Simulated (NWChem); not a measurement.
Species: C2HF2, doublet; SMILES FC(F)=[CH]

All runs: NWChem. Spin-unrestricted. In the optimisation the excess spin sits in a' (Cs, its own frame). No stability test was run on the SCF state. The level has its own optimisation; frequencies are unscaled.

Question: What does the run give for BLYP/def2-SVP? Quantities: r C–C (Å); r C–H (Å); highest harmonic frequency (cm⁻¹); lowest (cm⁻¹); zero-point energy (kcal/mol); dipole (D).

Answer: 
| Quantity | Result |
|---|---|
| r C–C (Å) | 1.321 |
| r C–H (Å) | 1.090 |
| highest harmonic frequency (cm⁻¹) | 3261 |
| lowest (cm⁻¹) | 400 |
| zero-point energy (kcal/mol) | 14.0 |
| dipole (D) | 1.06 |
